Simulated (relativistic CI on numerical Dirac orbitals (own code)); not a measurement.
# Ho⁴³⁺: computed level list

These numbers are calculated, not measured: Dirac-Coulomb-Breit CI, KLI orbitals optimised for each configuration, model QED, unscaled Slater integrals (own radial code, finite nucleus).

Configurations in the expansion (outside the closed core [Ne]): 3s2 3p6 3d6, 3s2 3p5 3d7, 3s2 3p4 3d8, 3s 3p6 3d7, 3p6 3d8, 3s 3p5 3d8, 3s2 3p6 3d5 4s, 3s2 3p6 3d5 4p, 3s2 3p4 3d7 4s, 3s2 3p6 3d5 4d, 3s2 3p4 3d7 4p, 3s2 3p5 3d6 4s, 3s2 3p6 3d5 4f, 3s2 3p4 3d7 4d, 3s 3p5 3d7 4s, 3s2 3p5 3d6 4p, 3s2 3p5 3d6 4d, 3s2 3p6 3d4 4s2, 3s 3p6 3d6 4s, 3p6 3d7 4s, 3p6 3d7 4p, 3s2 3p6 3d5 5s, 3p6 3d7 4d, 3s 3p6 3d5 4s2. Levels of other configurations are missing.

The lowest level is 3s2 3p6 3d6 3F_4, with 39 % of that term; Hund's rules for 3s2 3p6 3d6 give 5D with J = 4, of which the calculation keeps J, while another term leads.

```
No.  Configuration  Term  J   E (eV)   %  Next component (%)  Landé g  Lifetime (s)
  1    3s2 3p6 3d6    3F  4    0.000  39               37 5D    1.269              
  2    3s2 3p6 3d6    3P  2    6.520  42               19 3D    1.296      7.15e+01
  3    3s2 3p6 3d6    3P  0   20.436  48               31 1S               4.94e-01
  4    3s2 3p6 3d6    5D  3   36.714  68               21 3F    1.368      1.42e-06
  5    3s2 3p6 3d6    5D  4   39.115  42               23 3H    1.165      1.48e-06
  6    3s2 3p6 3d6    5D  1   40.753  52               31 3P    1.324      1.35e-06
  7    3s2 3p6 3d6    3G  5   46.367  60               40 3H    1.125      6.70e-06
  8    3s2 3p6 3d6    3H  6   46.516  69               31 1I    1.106      2.04e-01
  9    3s2 3p6 3d6    3F  2   51.730  49               25 1D    0.959      2.08e-06
 10    3s2 3p6 3d6    3D  3   52.970  29               28 3G    1.055      2.74e-06
 11    3s2 3p6 3d6    3P  0   62.290  76               19 1S               1.85e-05
 12    3s2 3p6 3d6    3D  2   64.328  38               22 3F    1.114      6.19e-06
 13    3s2 3p6 3d6    1G  4   64.600  39               34 3G    1.042      3.12e-05
 14    3s2 3p6 3d6    3P  1   65.162  56               37 3D    1.120      2.67e-06
 15    3s2 3p6 3d6    3F  3   67.760  54               39 1F    1.060      4.14e-06
 16    3s2 3p6 3d6    5D  2   79.156  58               31 3P    1.441      6.10e-07
 17    3s2 3p6 3d6    5D  0   81.972  60               39 1S               5.40e-07
 18    3s2 3p6 3d6    3H  4   85.173  42               38 3F    1.090      7.10e-07
 19    3s2 3p6 3d6    3D  3   88.460  28               26 5D    1.203      7.81e-07
 20    3s2 3p6 3d6    3H  5   89.004  60               40 3G    1.091      1.31e-06
 21    3s2 3p6 3d6    1I  6   92.438  69               31 3H    1.043      2.08e-06
 22    3s2 3p6 3d6    3G  3   94.466  45               40 3F    0.951      1.17e-06
 23    3s2 3p6 3d6    3P  1   97.729  49               46 3D    1.030      9.55e-07
 24    3s2 3p6 3d6    1G  4   99.556  53               24 3G    1.050      1.43e-06
 25    3s2 3p6 3d6    3F  2  100.179  34               33 3P    1.049      1.19e-06
 26    3s2 3p6 3d6    3F  2  109.913  71               15 3P    0.848      7.93e-07
 27    3s2 3p6 3d6    3F  4  113.871  62               30 1G    1.152      1.18e-06
 28    3s2 3p6 3d6    3P  1  126.738  64               36 5D    1.492      3.27e-07
 29    3s2 3p6 3d6    1D  2  130.718  83                7 3P    1.016      1.18e-06
 30    3s2 3p6 3d6    1G  4  138.934  43               21 3F    1.021      4.78e-07
 31    3s2 3p6 3d6    3P  2  144.067  37               25 1D    1.206      5.06e-07
 32    3s2 3p6 3d6    1S  0  144.431  77               20 3P               7.88e-07
 33    3s2 3p6 3d6    3F  3  145.936  40               26 1F    1.060      5.47e-07
 34    3s2 3p6 3d6    3P  0  181.399  55               34 1S               2.48e-07
 35    3s2 3p5 3d7   5G°  6  318.335  72              26 3H°    1.274      5.96e-11
 36    3s2 3p5 3d7   3P°  0  328.225  57              36 1S°               4.77e-11
 37    3s2 3p5 3d7   3G°  5  328.978  45              39 5F°    1.237      4.20e-12
 38    3s2 3p5 3d7   3D°  3  329.010  58              15 3F°    1.261      1.06e-11
 39    3s2 3p5 3d7   3F°  4  339.747  54              26 5D°    1.279      4.85e-11
 40    3s2 3p5 3d7   3P°  2  340.270  34              30 1D°    1.255      1.99e-11
 41    3s2 3p5 3d7   3P°  2  352.638  34              26 3D°    1.228      1.42e-12
 42    3s2 3p5 3d7   3D°  3  357.671  44              15 5F°    1.201      2.50e-12
 43    3s2 3p5 3d7   3F°  4  357.913  32              27 5D°    1.259      9.39e-13
 44    3s2 3p5 3d7   5G°  5  361.834  69              12 5F°    1.247      1.44e-11
 45    3s2 3p5 3d7   3D°  3  367.875  34              32 5P°    1.382      6.70e-13
```

Energies count from the lowest computed level; ° marks odd parity; lifetimes are radiative, by E1, M1, E2, M2 decay to levels of this space only.

The mean weight of the leading LS term, summed over parents, in these 45 levels is 52 %, and that of the leading jj configuration (from the same eigenvectors) 93 %, so jj coupling describes them better and the LS labels are nominal.

At this charge energies of transitions that change n are usually good to better than 1 %, and those within a shell (Δn = 0) to a few per cent.

LS names give the leading component of a level, which can be under half, so a name can repeat, a term be missing and a line seem to break the LS rules.
